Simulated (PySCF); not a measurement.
Gas-phase thermal properties of WO₂(OH)₂

Energies from PySCF (xtb for GFN2), thermal terms from the rigid-rotor harmonic-oscillator model, ideal gas at 1 bar. All species are closed-shell singlets. W: scalar-relativistic def2 core potential, no spin-orbit coupling. No R ln 2 is added for the mirror-image form of WO₂(OH)₂. The harmonic model lacks anharmonicity and excited electronic states, which grow with temperature; levels with a mode under 35 cm⁻¹ are left out. Warning, point group unlike the PBE0 one: WO₂(OH)₂ (GFN2-xTB).

```json
[
 {"level": "GFN2-xTB", "point group": "C2v", "σ": "2", "ZPE (kJ/mol)": "71.3", "S°298 (J/mol/K)": "359.0", "Cp298 (J/mol/K)": "114.6", "S°1000 (J/mol/K)": "516.4", "H1000 − H298 (kJ/mol)": "92.9"},
 {"level": "PBE/def2-SVP", "point group": "C2", "σ": "2", "ZPE (kJ/mol)": "81.7", "S°298 (J/mol/K)": "346.3", "Cp298 (J/mol/K)": "104.8", "S°1000 (J/mol/K)": "496.8", "H1000 − H298 (kJ/mol)": "89.5"},
 {"level": "PBE0/def2-TZVP", "point group": "C2", "σ": "2", "ZPE (kJ/mol)": "86.3", "S°298 (J/mol/K)": "338.5", "Cp298 (J/mol/K)": "101.6", "S°1000 (J/mol/K)": "486.6", "H1000 − H298 (kJ/mol)": "88.3"}
]
```
σ: rotational symmetry number. Electronic degeneracy used: 1. Frequencies are unscaled.
